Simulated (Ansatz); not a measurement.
Geometry optimisation, UHF/def2-SVP in Ansatz.

input.yaml

```yaml
crystal:
  periodic: [false, false, false]
  atoms:
    - { symbol: B, position_ang: [0.0, 0.0, 0.0] }
    - { symbol: F, position_ang: [0.0, 0.0, 1.57] }
    - { symbol: H, position_ang: [1.0305, 0.0, -0.595] }
    - { symbol: O, position_ang: [-1.2211, 0.0, -0.705] }
    - { symbol: H, position_ang: [-1.7308, -0.8467, -0.4965] }
    - { symbol: F, position_ang: [0.0, 0.0, 3.01] }
magnetization:
  spin_polarized: true
  initial_magnetization: 1
basis:
  gaussian: { orbitals: def2-SVP }
hamiltonian:
  xc: hf
relax:
  f_tol: 0.15
  max_steps: 25
  restrain:
    - { distance: [1, 5], at: 1.14, k: 30.0 }
    - { distance: [0, 1], at: 2.52, k: 30.0 }
```

Launched with:

```bash
$ ansatz run input.yaml --threads 1 --pin off --max-ram 2048MiB --backend cpu --events-out ev --progress --plain --runs-dir out
```

Question: Where does it end, and by what steps?

Answer: The forces met the threshold. The restraints hold the end off the free minimum. After 16 steps the energy has risen by 2.219 eV (the restraints' own energy left out); F2 moved furthest, 0.73 Å. The start is strongly strained (largest force component 21 eV/Å), so its close contacts needn't be bonds. Parted: B1–F2 (1.57 → 2.53 Å).

```csv
step,energy less start (eV),largest force component (eV/Å),accepted
0,0.0000,20.826,yes
1,0.2650,15.783,yes
2,1.7859,12.441,yes
3,2.2544,6.648,yes
4,2.2669,3.982,yes
5,2.5905,6.414,yes
6,2.3216,2.513,no
7,2.3254,3.628,yes
8,2.3011,3.232,yes
9,2.2782,2.651,yes
10,2.2046,1.702,yes
11,2.1920,1.985,yes
12,2.1728,1.812,yes
13,2.1970,2.475,yes
14,2.1972,2.493,yes
15,2.2052,2.503,yes
16,2.2192,2.911,yes
```

```xyz
6
Properties=species:S:1:pos:R:3
B 0.049 -0.416 -0.485
F 0.222 -0.514 2.038
H 0.977 0.351 -0.480
O -1.210 0.011 -0.562
H -1.862 -0.674 -0.595
F -0.097 0.395 2.867
```

The run took 19 s on 1 thread of Arm Neoverse V1, with other jobs on the host, peak memory 0.12 GiB.
